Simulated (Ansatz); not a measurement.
`c1ccc(-c2ccc(-c3ccc(-c4ccc(-c5ccc(-c6ccccc6)cc5)cc4)cc3)cc2)cc1`. Total charge 0; triplet. Geometry PBE-D4/def2-SVP, that of the neutral singlet; atoms count from 1.

```xyz
62

C    -4.996    5.442   -9.803
C    -5.734    5.306   -8.616
C    -5.163    4.685   -7.497
C    -3.841    4.184   -7.537
C    -3.238    3.526   -6.353
C    -1.859    3.650   -6.068
C    -1.290    3.030   -4.952
C    -2.071    2.255   -4.064
C    -1.468    1.599   -2.881
C    -0.140    1.115   -2.906
C     0.428    0.494   -1.791
C    -0.301    0.328   -0.591
C     0.301   -0.329    0.591
C     1.243   -1.374    0.451
C     1.810   -1.995    1.567
C     1.468   -1.599    2.881
C     2.071   -2.256    4.064
C     2.409   -3.629    4.049
C     2.976   -4.249    5.166
C     3.238   -3.526    6.353
C     3.841   -4.183    7.537
C     3.535   -5.526    7.860
C     4.105   -6.147    8.979
C     4.996   -5.441    9.803
C     5.309   -4.106    9.498
C     4.740   -3.486    8.378
C     2.902   -2.153    6.367
C     2.331   -1.534    5.251
C     0.528   -0.553    3.021
C    -0.042    0.066    1.905
C    -1.629    0.813   -0.565
C    -2.198    1.431   -1.682
C    -3.450    2.132   -4.349
C    -4.019    2.752   -5.466
C    -3.112    4.328   -8.741
C    -3.682    4.950   -9.860
H    -5.444    5.930  -10.682
H    -6.762    5.697   -8.557
H    -5.742    4.610   -6.564
H    -1.226    4.277   -6.715
H    -0.220    3.181   -4.741
H     0.454    1.211   -3.828
H     1.471    0.145   -1.843
H     1.522   -1.721   -0.555
H     2.552   -2.794    1.419
H     2.204   -4.227    3.149
H     3.241   -5.316    5.113
H     2.818   -6.081    7.236
H     3.844   -7.191    9.214
H     5.444   -5.929   10.683
H     6.014   -3.546   10.131
H     5.015   -2.449    8.133
H     3.075   -1.563    7.280
H     2.098   -0.459    5.294
H     0.224   -0.230    4.028
H    -0.758    0.888    2.054
H    -2.234    0.685    0.345
H    -3.229    1.811   -1.618
H    -4.083    1.505   -3.703
H    -5.089    2.601   -5.677
H    -2.091    3.922   -8.806
H    -3.097    5.042  -10.788
```

Single mean-field runs in def2-SVP are fitted with def2-universal-jkfit. At PBE0-D4/def2-SVP a singlet of charge 0 lies 3.06 eV below the triplet at the same geometry.

(1) Estimate the Mulliken populations of the heavy atoms from the PBE0/def2-SVP orbitals of Ansatz.

(2) Where does the spin sit?

(3) And the Mayer bond orders between bonded heavy atoms (over 0.3, the first 40 of 41)?

## Answers

(1) 
| atom | charge (e) | spin (α − β) |
| --- | --- | --- |
| C1 | -0.02 | 0.07 |
| C2 | -0.02 | -0.04 |
| C3 | -0.04 | 0.06 |
| C4 | 0.02 | -0.05 |
| C5 | 0.03 | 0.24 |
| C6 | -0.03 | -0.09 |
| C7 | -0.04 | 0.15 |
| C8 | 0.02 | -0.02 |
| C9 | 0.03 | 0.42 |
| C10 | -0.03 | 0.01 |
| C11 | -0.03 | 0.09 |
| C12 | 0.02 | 0.36 |
| C13 | 0.02 | 0.07 |
| C14 | -0.03 | 0.16 |
| C15 | -0.03 | -0.08 |
| C16 | 0.03 | 0.31 |
| C17 | 0.03 | -0.06 |
| C18 | -0.04 | 0.09 |
| C19 | -0.03 | -0.05 |
| C20 | 0.02 | 0.12 |
| C21 | 0.02 | -0.03 |
| C22 | -0.03 | 0.03 |
| C23 | -0.03 | -0.02 |
| C24 | -0.02 | 0.03 |
| C25 | -0.02 | -0.02 |
| C26 | -0.03 | 0.03 |
| C27 | -0.03 | -0.05 |
| C28 | -0.04 | 0.09 |
| C29 | -0.03 | -0.08 |
| C30 | -0.03 | 0.16 |
| C31 | -0.03 | 0.09 |
| C32 | -0.03 | 0.01 |
| C33 | -0.04 | 0.15 |
| C34 | -0.03 | -0.09 |
| C35 | -0.04 | 0.06 |
| C36 | -0.02 | -0.04 |
Mulliken values and Mayer orders depend strongly on the basis.

(2) Summed by element: C 2.05, H -0.05, of 2 unpaired in all. Largest on single atoms: C9 0.42, C12 0.36, C16 0.31.

(3) C1–C2 1.38 (1.40 Å); C1–C36 1.38 (1.40 Å); C2–C3 1.41 (1.40 Å); C3–C4 1.36 (1.41 Å); C4–C5 1.04 (1.48 Å); C4–C35 1.36 (1.41 Å); C5–C6 1.31 (1.41 Å); C5–C34 1.31 (1.41 Å); C6–C7 1.46 (1.40 Å); C7–C8 1.27 (1.41 Å); C8–C9 1.15 (1.48 Å); C8–C33 1.27 (1.41 Å); C9–C10 1.17 (1.41 Å); C9–C32 1.17 (1.41 Å); C10–C11 1.58 (1.40 Å); C11–C12 1.16 (1.41 Å); C12–C13 1.21 (1.48 Å); C12–C31 1.16 (1.41 Å); C13–C14 1.22 (1.41 Å); C13–C30 1.22 (1.41 Å); C14–C15 1.50 (1.40 Å); C15–C16 1.27 (1.41 Å); C16–C17 1.06 (1.48 Å); C16–C29 1.27 (1.41 Å); C17–C18 1.33 (1.41 Å); C17–C28 1.33 (1.41 Å); C18–C19 1.43 (1.40 Å); C19–C20 1.35 (1.41 Å); C20–C21 1.02 (1.48 Å); C20–C27 1.35 (1.41 Å); C21–C22 1.37 (1.41 Å); C21–C26 1.37 (1.41 Å); C22–C23 1.41 (1.40 Å); C23–C24 1.39 (1.40 Å); C24–C25 1.39 (1.40 Å); C25–C26 1.41 (1.40 Å); C27–C28 1.43 (1.40 Å); C29–C30 1.50 (1.40 Å); C31–C32 1.58 (1.40 Å); C33–C34 1.46 (1.40 Å).
